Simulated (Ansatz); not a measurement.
A nudged elastic band was laid between two geometries of HSSe (3 atoms, charge 1, multiplicity 1).

These are results of RKS B3LYP-D4/def2-SVP (Ansatz 0.2.0), not measurements.

| Quantity | Value |
| --- | --- |
| movable images | 7 |
| climbing image | yes |
| spring | 5.0 eV/Å² |
| optimiser | quadratic models (default) |
| start path | through a guess of the saddle point |
| force threshold | 0.05 eV/Å |
| iteration limit | 60 |
| end points | relaxed |

First end point:

```xyz
3
Properties=species:S:1:pos:R:3
S -0.370 -0.589 -0.260
Se 1.348 -0.040 0.732
H -0.977 0.629 -0.472
```

Last end point:

```xyz
3
Properties=species:S:1:pos:R:3
S -0.137 -1.510 -0.224
Se 0.607 0.291 0.360
H -0.470 1.219 -0.137
```

What changes between the two ends?

Bonds broken: S1–H3. Bonds formed: Se2–H3.

Give the energies along the band, and the barrier.

The run converged. The highest image is number 4 of 0 to 8, 37.4 kcal/mol above the first end and 33.8 kcal/mol above the last; the last end lies 3.6 kcal/mol above the first. A vibrational analysis at the climbing image gives one clearly imaginary mode, 1393i cm⁻¹: a first-order saddle point. The orbitals stay closed-shell, which can raise the energy where a bond breaks towards radicals; this wasn't checked here. Limits of this set-up: the dipole of an ion depends on the origin.

```tsv
image	path coordinate (Å)	energy (kcal/mol)	S1–H3 (Å)	Se2–H3 (Å)
0	0.00	0.0	1.38	2.70
1	0.23	3.9	1.35	2.42
2	0.46	14.6	1.36	2.14
3	0.70	29.0	1.45	1.87
4	0.93	37.4	1.66	1.64
5	1.15	30.2	1.93	1.51
6	1.38	17.2	2.20	1.47
7	1.61	7.2	2.48	1.48
8	1.83	3.6	2.75	1.51
```

What is the geometry of the highest image?


```xyz
3
Properties=species:S:1:pos:R:3:forces:R:3
S -0.496 -0.972 -0.367 0.00 0.00 0.00
Se 0.954 0.294 0.550 0.00 0.00 0.00
H -0.458 0.677 -0.183 0.00 0.00 0.00
```

What are the harmonic wavenumbers there?

1393i, 495, 1821 cm⁻¹.

Run time: 19 s on 1 thread of AMD EPYC 9R45 96-Core Processor (Zen 5) (shared host), peak memory 0.14 GiB.
